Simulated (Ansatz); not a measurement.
This geometry of AlH3O3 + CH4 (12 atoms, charge 0, multiplicity 1) is a first-order saddle point.

All numbers below come from UKS BLYP-D4/6-31G* (Ansatz 0.2.0).

```xyz
12
Properties=species:S:1:pos:R:3
Al 0.662 0.029 0.198
O 0.020 1.610 -0.636
O 1.200 0.171 1.839
O 1.664 -0.827 -0.928
H -0.833 0.749 -0.578
C -1.377 -0.573 -0.078
H 0.352 1.686 -1.559
H 0.860 0.902 2.387
H 2.500 -1.187 -0.577
H -2.261 -0.115 0.398
H -1.119 -1.432 0.578
H -1.669 -1.015 -1.045
```

(1) Which two structures does it join? (They come from a converged band through this point; their orientation in space is the band's.)

(2) How far does it lie above each of them?

## Answers

(1) Bonds broken: H5–C6. Bonds formed: Al1–C6, O2–H5. AlH3O3 + CH4 becomes CH7AlO3.

Initial state:

```xyz
12
Properties=species:S:1:pos:R:3
Al 1.163 0.447 0.061
O 0.641 1.983 -0.525
O 1.234 0.150 1.759
O 1.722 -0.751 -1.046
H -1.652 0.388 -0.458
C -1.690 -0.650 -0.088
H 0.669 2.127 -1.491
H 0.962 0.876 2.353
H 2.070 -1.583 -0.672
H -2.733 -1.003 -0.107
H -1.312 -0.688 0.946
H -1.073 -1.296 -0.733
```

Final state:

```xyz
12
Properties=species:S:1:pos:R:3
Al 0.401 -0.060 0.274
O 0.130 1.614 -0.896
O 1.224 0.409 1.737
O 1.556 -0.473 -1.020
H -0.692 1.542 -1.430
C -1.387 -0.894 0.252
H 0.867 1.225 -1.462
H 0.697 0.534 2.548
H 2.476 -0.653 -0.747
H -2.166 -0.272 0.730
H -1.379 -1.860 0.789
H -1.728 -1.113 -0.777
```

(2) 144.9 kJ/mol above the first and 74.1 kJ/mol above the second. This is the barrier of this one path; another mechanism may lie lower. The orbitals stay closed-shell, which can raise the energy where a bond breaks towards radicals; this wasn't checked here.

Time of the run: 4 min on 2 threads of Intel(R) Xeon(R) Platinum 8488C (Sapphire Rapids), with other jobs on the host, peak memory 0.18 GiB.
